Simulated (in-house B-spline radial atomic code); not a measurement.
B3LYP (VWN-RPA) excitations of C4+

Method: B3LYP (VWN-RPA). Computed with a B-spline radial code for spherical atoms: linear response of the closed shell 1s2 with the functional's adiabatic kernel; non-relativistic, point nucleus, no spin-orbit coupling, no double excitations, S, P, D and F terms only.

Command:
```bash
python run_td.py task.json out
```
Settings (radii: box in bohr, nucleus in fm):
```
Z                        6
electrons                2
configuration            1s2
hamiltonian              nr
method                   b3lyp
box_radius               19.1
intervals                47
```

Cost of the run: 0.1 s on 1 thread of Arm Neoverse N1, with other jobs on the host.

The lowest states, in the order of their Tamm-Dancoff energies; the method's threshold (minus the highest occupied level) is 365.21 eV. Labels give the largest channel, * marks a mixed state, and oscillator strengths are full-response dipole values. Semilocal kernels can invert the small singlet-triplet splittings of Rydberg terms. Energies in eV:

| state | full response | Tamm-Dancoff | oscillator strength |
| --- | --- | --- | --- |
| 1s → 2s 3S | ? | ? | - |
| 1s → 2p 3P | 291.98 | 292.02 | - |
| 1s → 2s 1S | 292.74 | 292.85 | - |
| 1s → 2p 1P | 297.22 | 297.25 | 0.564 |
| 1s → 3s 3S | 333.97 | 333.98 | - |
| 1s → 3s 1S | 335.48 | 335.50 | - |
| 1s → 3p 3P | 335.79 | 335.80 | - |
| 1s → 3d 3D | 336.66 | 336.66 | - |
| 1s → 3p 1P | 336.86 | 336.87 | 0.118 |
| 1s → 3d 1D | ? | ? | - |

Question: Where does 1s → 3d 1D lie?

Answer: At 337.00 eV in full response, 337.01 eV in Tamm-Dancoff.

Question: Where does 1s → 2s 3S lie?

Answer: At 285.79 eV in full response, 285.83 eV in Tamm-Dancoff.

Question: How large is the singlet-triplet splitting of 1s → 2s (S terms) in Tamm-Dancoff?

Answer: 7.02 eV, from the unrounded values.

Question: What polarisabilities and dispersion coefficient does the method give?

Answer: Dipole 0.009205 bohr³, quadrupole 0.001108 bohr⁵, C6 0.0008327 hartree·bohr⁶ for two such species.
